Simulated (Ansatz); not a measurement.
Species: CH$_{3}$Se, net charge 0, doublet state. It need not be the lowest isomer of its formula. 
Structure (B3LYP-D3(BJ)/def2-TZVP (Ansatz, a quantum-chemistry and plane-wave program) minimum search):
```
C
H 1 1.0870
H 1 1.0870 2 111.39
H 1 1.0918 2 108.97 3 -120.24
Se 1 1.9534 2 110.54 4 -116.45
```
Charge 0, spin multiplicity 2.

Quantity: atomisation energy (electronic, to ground-state atoms), in kJ/mol. Valence correlation only, unless marked. UHF or UKS for open shells. No spin-orbit coupling. Frozen are the shells of the preceding noble gas and the d and f shells that filled before the atom's block. No relativistic terms. The coupled-cluster limit lacks core correlation, which all-electron functionals hold. Basis-set limits of correlation are two-point, X^-3; Hartree-Fock from the larger set.

| level | program | atomisation energy (kJ/mol) |
|---|---|---|
| BLYP-D4/def2-TZVPD | Ansatz + dftd4 | 1563.0 |
| PBE0/def2-TZVPD | Ansatz | … |
| wB97X-V/def2-TZVPD | Ansatz | … |
| B2GP-PLYP/def2-TZVPD | Ansatz | 1535.4 |
| SCS-MP2/aug-cc-pVTZ | Ansatz | 1536.3 |
| SCS-MP2/cc-pVTZ | Ansatz | 1526.0 |
| SCS-MP2/def2-TZVPP | Ansatz | 1528.8 |
| CCSD/6-31G* | Ansatz | … |
| CCSD(T)/CBS(cc-pVTZ,cc-pVQZ) | Ansatz | 1558.9 |

Task: Some entries are withheld; supply them.

Result: 
- PBE0/def2-TZVPD, atomisation energy (kJ/mol): 1565.5
- wB97X-V/def2-TZVPD, atomisation energy (kJ/mol): 1568.0
- CCSD/6-31G*, atomisation energy (kJ/mol): 1393.3
